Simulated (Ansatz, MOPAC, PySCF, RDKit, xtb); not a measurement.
Noncovalent pair: CH3F (SMILES CF) (first 5 atoms) with C2H6 (SMILES CC); geometry from B3LYP-D3(BJ)/def2-TZVP, rigid monomers moved along the line of their centres of mass till F2···H12 is 3.76 Å.
(charge 0, multiplicity 1):
| atom | x (Å) | y (Å) | z (Å) |
|---|---|---|---|
| C | -0.5235 | 0.4905 | 0.5044 |
| F | -0.4228 | -0.8457 | 0.8749 |
| H | 0.2810 | 1.0489 | 0.9841 |
| H | -0.4358 | 0.5598 | -0.5804 |
| H | -1.4908 | 0.8732 | 0.8307 |
| C | -0.4570 | 0.4037 | 5.2036 |
| C | 0.9579 | -0.1673 | 5.1858 |
| H | -0.8318 | 0.5088 | 6.2238 |
| H | -1.1464 | -0.2430 | 4.6586 |
| H | -0.4931 | 1.3920 | 4.7395 |
| H | 1.6596 | 0.4888 | 5.7052 |
| H | 1.3149 | -0.3032 | 4.1639 |
| H | 0.9949 | -1.1430 | 5.6743 |

Monomers are frozen at their geometry in the pair; levels with a basis set take the counterpoise correction. Rows marked so take none.

Rows in 6-31G* carry no dispersion term and start afresh at each structure (6-31G* with six Cartesian d functions). MP2/6-31G* freezes PySCF's default core. The state that PM7 reach isn't checked; PM7 holds dispersion and hydrogen-bond terms.

Codes used: Ansatz (Gaussian basis) for Hartree–Fock, density functionals and correlated methods; MOPAC for PM7 (differences of heats of formation); PySCF for 6-31G* rows, the dispersion terms; RDKit for the force fields; xtb for the GFN methods. Each number belongs to the level named beside it.

```json
[
 {"level": "MMFF94", "interaction energy (meV)": "-12.4"},
 {"level": "GFN-FF", "interaction energy (meV)": "-16.4"},
 {"level": "PM7", "interaction energy (meV)": "-25.6"},
 {"level": "PBE/def2-TZVPPD", "interaction energy (meV)": "-9.1"},
 {"level": "BP86/6-31G* (no counterpoise)", "interaction energy (meV)": "2.8"},
 {"level": "r2SCAN/def2-TZVPPD", "interaction energy (meV)": "-7.8"},
 {"level": "r2SCAN-D3(BJ)/def2-TZVPPD", "interaction energy (meV)": "-17.7"},
 {"level": "PBE0-D3(BJ)/def2-TZVPPD", "interaction energy (meV)": "___"},
 {"level": "MP2/6-31G* (no counterpoise)", "interaction energy (meV)": "___"}
]
```

Task: Fill in the missing entries.

Result: 
- PBE0-D3(BJ)/def2-TZVPPD, interaction energy (meV): -21.6
- MP2/6-31G* (no counterpoise), interaction energy (meV): -14.1

Ansatz is a program for electronic structure.
